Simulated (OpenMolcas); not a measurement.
Mn IV.

```yaml
Program: OpenMolcas 26.06
Method: CASSCF
Basis: ANO-R2 [7s4p4d2f1g]
Scalar_Hamiltonian: X2C, finite nucleus
Active_space: 4 electrons in 10 orbitals (3d 4d)
State_averaging: 2S+1 = 5 even, 5 roots; 2S+1 = 3 even, 45 roots; 2S+1 = 1 even, 44 roots
Spin-orbit_coupling: state interaction with AMFI integrals over the reference wave functions, term energies averaged over their components
```

Levels without dynamic correlation, in cm⁻¹ above 3d⁴ ⁵D₀:

| Level | E |
| --- | --- |
| 3d⁴ ³F₂(1) | 26482 |
| 3d⁴ ³H₄ | 23020 |
| 3d⁴ ³P₀(1) | 24722 |
| 3d⁴ ³G₃ | 29035 |

On this reference, MS-CASPT2, IPEA 0.25 Eh, imaginary shift 0.1 Eh (closed shells correlated: 3s 3p) puts 3d⁴ ³F₂(1) at 23490 cm⁻¹.

Question: Estimate the other levels at that method by one scale factor, and say how well it serves.

Answer: The factor is 23490 / 26482 = 0.887. Scaled values beside those that MS-CASPT2 gives and measured ones (Corliss and Sugar, J. Phys. Chem. Ref. Data 6, 1253 (1977)):
```
     Level  Scaled  MS-CASPT2  Miss (%)  Measured
   3d⁴ ³H₄   20419      21890      -6.7     21281
3d⁴ ³P₀(1)   21928      21290      +3.0     20654
   3d⁴ ³G₃   25754      26250      -1.9     25440
```
For these levels the scaled values miss MS-CASPT2 by up to 6.7 %, as correlation changes each term by its own factor, spin-orbit parts do not scale and CASPT2 has its own spread within terms. This holds within one configuration; levels of others move differently, and the target method has errors of its own against measurement.

CASPT2 does not keep the components of a term degenerate, so their means are used; among the terms shown or strongly mixed into the levels shown the widest spread is 310 cm-1 (3d⁴ ³H, MS-CASPT2). Active for correlation alone: 4d; no level in the range computed is led by a configuration that fills it, so any true level of that kind is missing. Without dynamic correlation excited terms often stand tens of per cent too high (terms of higher spin than the ground term too low), and those without a measured partner can miss by more than the paired ones (holds for CASSCF). The CASPT2 spread within a term exceeds the gap to the next term for 3d⁴ ³H and 3d⁴ ³P(1), so the order of their levels is uncertain (holds for MS-CASPT2). Measured partners are found by configuration, term and J. A level has none where our copy of the source lacks it or the pairing is in doubt (some pairs that miss far off the trend of their configuration count as doubtful), and it then counts in no deviation. Levels of configurations outside the active space are missing.

A number in round brackets counts repeated terms of one configuration in the order of the reference energies.
